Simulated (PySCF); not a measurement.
Electron correlation in F⁺ (fluorine, charge +1)

[He] 2s1 2p5, high-spin 3P determinant (an excited configuration). Calculation: PySCF 2.14, in aug-cc-pCVTZ-DK with one added diffuse shell each of s, p, d, f type (8s7p5d3f, 75 functions); scalar relativity by spin-free X2C-1e. Frozen: 1s2; 6 electrons correlated.

| level | correlation energy (mhartree) |
| --- | --- |
| CCSD | -209.49 |
| (T) | -5.58 |
| CCSD(T) | -215.07 |

Diagnostics: T1 = 0.0068, D1 = 0.0145, largest double amplitude 0.046.

Cost of the coupled-cluster step: about 22 core-seconds, for 6 correlated electrons.

Iterations:

```
CC2 = 0
CCSD nocc = (np.int64(4), np.int64(2)), nmo = (74, 74)
frozen orbitals [[0], [0]]
max_cycle = 100
direct = 0
conv_tol = 1e-08
conv_tol_normt = 1e-06
diis_space = 8
diis_start_cycle = 0
Init t2, MP2 energy = -0.185166185813445
Init E_corr(UCCSD) = -0.185166185814255
cycle = 1  E_corr(UCCSD) = -0.199873008419015  dE = -0.0147068226  norm(t1,t2) = 0.0430904
cycle = 2  E_corr(UCCSD) = -0.204750179344466  dE = -0.00487717093  norm(t1,t2) = 0.0228749
cycle = 3  E_corr(UCCSD) = -0.209513205857203  dE = -0.00476302651  norm(t1,t2) = 0.0136683
cycle = 4  E_corr(UCCSD) = -0.20942773023835  dE = 8.54756189e-05  norm(t1,t2) = 0.00357254
cycle = 5  E_corr(UCCSD) = -0.20944840630418  dE = -2.06760658e-05  norm(t1,t2) = 0.00138823
cycle = 6  E_corr(UCCSD) = -0.20949979918884  dE = -5.13928847e-05  norm(t1,t2) = 0.000635029
cycle = 7  E_corr(UCCSD) = -0.20949262558018  dE = 7.17360866e-06  norm(t1,t2) = 0.000273834
cycle = 8  E_corr(UCCSD) = -0.20948655377729  dE = 6.07180289e-06  norm(t1,t2) = 0.0011241
cycle = 9  E_corr(UCCSD) = -0.209490401967408  dE = -3.84819012e-06  norm(t1,t2) = 6.52198e-05
cycle = 10  E_corr(UCCSD) = -0.209490480354323  dE = -7.83869146e-08  norm(t1,t2) = 1.65375e-05
cycle = 11  E_corr(UCCSD) = -0.209490758313955  dE = -2.77959633e-07  norm(t1,t2) = 6.44262e-06
cycle = 12  E_corr(UCCSD) = -0.209490566337595  dE = 1.9197636e-07  norm(t1,t2) = 2.30595e-06
cycle = 13  E_corr(UCCSD) = -0.209490579830525  dE = -1.34929296e-08  norm(t1,t2) = 8.85073e-07
cycle = 14  E_corr(UCCSD) = -0.209490603766593  dE = -2.39360681e-08  norm(t1,t2) = 2.8329e-07
cycle = 15  E_corr(UCCSD) = -0.209490609672831  dE = -5.90623775e-09  norm(t1,t2) = 8.81343e-08
UCCSD converged
E(UCCSD) = -98.3255742116846  E_corr = -0.2094906096728309
UCCSD(T) correction = -0.00557841051480273
```
